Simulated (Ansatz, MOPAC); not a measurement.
Molecule: BaO, charge 0, multiplicity 1. SMILES: [O]=[Ba]

Atoms: Ba1, O2. Bonds: Ba1-O2.

Bond lengths (Å) and angles (degrees) optimised at MNDO with MOPAC; PBE/6-31G* with LANL2DZ past Ar with Ansatz (a first-principles code); B3LYP/6-31G* with LANL2DZ past Ar with Ansatz; MP2/6-31G* with LANL2DZ past Ar with Ansatz, each started from the B3LYP-D3(BJ)/def2-TZVP structure (Ansatz) of the last column. A row stands for all coordinates that are equal there. 6-31G* holds six Cartesian d functions.

| coordinate | MNDO | PBE/6-31G* with LANL2DZ past Ar | B3LYP/6-31G* with LANL2DZ past Ar | MP2/6-31G* with LANL2DZ past Ar | B3LYP-D3(BJ)/def2-TZVP |
|---|---|---|---|---|---|
| Ba1-O2 | 1.932 | 2.360 | 2.342 | 2.265 | 1.947 |

Mean signed difference of all 1 bond lengths from B3LYP-D3(BJ)/def2-TZVP: MNDO -0.015 Å, PBE/6-31G* with LANL2DZ past Ar 0.413 Å, B3LYP/6-31G* with LANL2DZ past Ar 0.395 Å, MP2/6-31G* with LANL2DZ past Ar 0.318 Å.
